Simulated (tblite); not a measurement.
A geometry optimisation, step by step.

C5H9BF2Si.
Bonds: C1–Si2, Si2–C3, C3–C4, C4–C5 (triple), C5–C6, C6–B7, B7–F8, B7–F9. Hydrogens: H10, H11, H12 on C1; H13, H14 on Si2; H15, H16 on C3; H17, H18 on C6.

Computed with GFN2-xTB (tblite), gas phase: L-BFGS steps from a force-field or distance-geometry start until the largest atomic force falls under 0.01 eV/Å. 5 of its 79 geometries are shown.

Step 0: E = -754.4461 eV, largest atomic force 3.611 eV/Å
```
atom  x, y, z in Å  |  force x, y, z in eV/Å
C1     -2.250    0.918    0.222   -0.551   0.677   0.373
Si2    -2.124   -0.687   -0.719   -0.412  -0.135  -0.592
C3     -0.849   -1.799    0.121    0.470  -0.085   0.316
C4      0.444   -1.123    0.120   -0.255  -0.352   0.154
C5      1.513   -0.575    0.144   -0.119  -0.106   0.013
C6      2.803    0.111    0.143    0.369   0.364  -0.055
B7      2.611    1.637   -0.264   -0.234   2.131  -0.387
F8      1.788    2.504    0.552    2.098  -1.762  -2.352
F9      3.279    2.160   -1.428   -1.852  -0.809   2.895
H10    -3.027    1.562   -0.258    0.725  -0.348   0.557
H11    -2.562    0.715    1.269    0.265   0.397  -0.669
H12    -1.283    1.438    0.214   -0.493  -0.040   0.158
H13    -3.430   -1.364   -0.706    0.044  -0.065  -0.032
H14    -1.697   -0.421   -2.096   -0.008  -0.055  -0.077
H15    -1.180   -1.992    1.163    0.373  -0.056  -0.507
H16    -0.784   -2.749   -0.428    0.130   0.206   0.343
H17     3.491   -0.380   -0.573   -0.305   0.099   0.391
H18     3.247    0.050    1.163   -0.244  -0.062  -0.529
```

Step 20: E = -755.1287 eV, largest atomic force 0.023 eV/Å
```
atom  x, y, z in Å  |  force x, y, z in eV/Å
C1     -2.266    0.942    0.225    0.001   0.000   0.000
Si2    -2.137   -0.682   -0.742   -0.004  -0.005  -0.007
C3     -0.832   -1.794    0.117    0.018   0.010   0.003
C4      0.454   -1.140    0.135    0.012   0.009   0.004
C5      1.511   -0.575    0.142    0.015  -0.012   0.002
C6      2.800    0.113    0.141   -0.007  -0.006   0.002
B7      2.608    1.632   -0.257    0.001  -0.006   0.004
F8      1.856    2.468    0.429   -0.015  -0.005  -0.004
F9      3.178    2.179   -1.313   -0.010   0.004  -0.003
H10    -3.001    1.609   -0.213    0.001  -0.001  -0.011
H11    -2.557    0.766    1.257    0.000   0.008   0.006
H12    -1.311    1.462    0.238    0.006   0.000   0.005
H13    -3.417   -1.405   -0.732   -0.015  -0.011   0.014
H14    -1.720   -0.444   -2.127    0.004   0.010  -0.010
H15    -1.135   -2.009    1.144    0.003  -0.001   0.000
H16    -0.739   -2.750   -0.401   -0.008   0.013  -0.010
H17     3.474   -0.397   -0.552   -0.002   0.000   0.020
H18     3.226    0.030    1.147    0.001  -0.007  -0.014
```

Step 39: E = -755.1309 eV, largest atomic force 0.022 eV/Å
```
atom  x, y, z in Å  |  force x, y, z in eV/Å
C1     -2.264    0.954    0.222    0.005   0.010   0.007
Si2    -2.143   -0.676   -0.735    0.018  -0.008   0.009
C3     -0.820   -1.784    0.105    0.004  -0.007   0.003
C4      0.466   -1.133    0.131   -0.002  -0.002  -0.005
C5      1.536   -0.592    0.148   -0.006  -0.006   0.000
C6      2.820    0.105    0.153   -0.003  -0.001   0.001
B7      2.586    1.615   -0.256   -0.004   0.003  -0.002
F8      1.792    2.425    0.415    0.000   0.007  -0.003
F9      3.138    2.173   -1.315   -0.004   0.005   0.000
H10    -2.983    1.629   -0.234   -0.004  -0.002  -0.012
H11    -2.574    0.794    1.251   -0.002  -0.007   0.008
H12    -1.303    1.459    0.245    0.013   0.007   0.005
H13    -3.414   -1.413   -0.696   -0.004   0.006  -0.001
H14    -1.746   -0.433   -2.126   -0.003  -0.007  -0.008
H15    -1.119   -2.016    1.130    0.003   0.001  -0.003
H16    -0.727   -2.733   -0.427   -0.009   0.005  -0.004
H17     3.503   -0.398   -0.534    0.002  -0.003   0.000
H18     3.242    0.031    1.160   -0.003  -0.001   0.007
```

Step 58: E = -755.1317 eV, largest atomic force 0.023 eV/Å
```
atom  x, y, z in Å  |  force x, y, z in eV/Å
C1     -2.243    0.965    0.223    0.005  -0.014  -0.002
Si2    -2.136   -0.672   -0.726   -0.002  -0.003  -0.005
C3     -0.818   -1.797    0.096    0.018  -0.003   0.009
C4      0.470   -1.149    0.121    0.011   0.013  -0.004
C5      1.537   -0.602    0.142    0.008   0.011   0.002
C6      2.813    0.108    0.161    0.004  -0.003   0.009
B7      2.564    1.613   -0.259   -0.011  -0.010  -0.010
F8      1.760    2.419    0.406    0.003   0.004  -0.002
F9      3.107    2.170   -1.325   -0.001   0.007   0.000
H10    -2.948    1.644   -0.247    0.019  -0.002   0.012
H11    -2.570    0.810    1.249    0.001   0.006  -0.006
H12    -1.275    1.458    0.260   -0.008   0.000  -0.006
H13    -3.416   -1.394   -0.670   -0.004   0.003  -0.006
H14    -1.748   -0.446   -2.123   -0.009   0.006  -0.002
H15    -1.109   -2.039    1.120   -0.013  -0.008   0.008
H16    -0.733   -2.739   -0.450   -0.009  -0.005  -0.005
H17     3.514   -0.389   -0.513   -0.013   0.001   0.001
H18     3.220    0.045    1.174    0.001  -0.003   0.005
```

Step 78: E = -755.1333 eV, largest atomic force 0.010 eV/Å
```
atom  x, y, z in Å  |  force x, y, z in eV/Å
C1     -2.161    0.967    0.227    0.002   0.001  -0.001
Si2    -2.132   -0.673   -0.722   -0.005   0.006   0.001
C3     -0.820   -1.826    0.073    0.004   0.001   0.000
C4      0.463   -1.171    0.121    0.002   0.008   0.000
C5      1.518   -0.603    0.162    0.002   0.005  -0.002
C6      2.781    0.130    0.191    0.002  -0.003   0.000
B7      2.503    1.617   -0.272   -0.001  -0.005  -0.002
F8      1.696    2.431    0.379    0.002  -0.002   0.000
F9      3.019    2.147   -1.363   -0.004   0.001  -0.001
H10    -2.818    1.687   -0.253    0.001  -0.008   0.006
H11    -2.510    0.834    1.248    0.007   0.000  -0.006
H12    -1.167    1.404    0.274   -0.006   0.000   0.002
H13    -3.429   -1.361   -0.638   -0.003   0.002   0.000
H14    -1.776   -0.454   -2.128    0.001  -0.003   0.000
H15    -1.116   -2.099    1.089   -0.005  -0.001  -0.003
H16    -0.733   -2.750   -0.500    0.002  -0.002   0.003
H17     3.500   -0.369   -0.462    0.005   0.003   0.008
H18     3.172    0.097    1.212   -0.005  -0.005  -0.003
```

Question: Summarise the path.

Answer: The energy falls by 66.31 kJ/mol from step 0 to step 78; nine tenths of that is first reached at step 5. It falls at every step. The largest force goes from 3.611 to 0.010 eV/Å. Among the bonds B7–F8 changes most, from 1.448 to 1.318 Å; the atoms move by 0.131 Å rms after alignment.

The cost below is that of the whole relaxation. Hardware: one thread of an Arm Neoverse V1, on a shared host. Cost: 0.58 s of wall time.
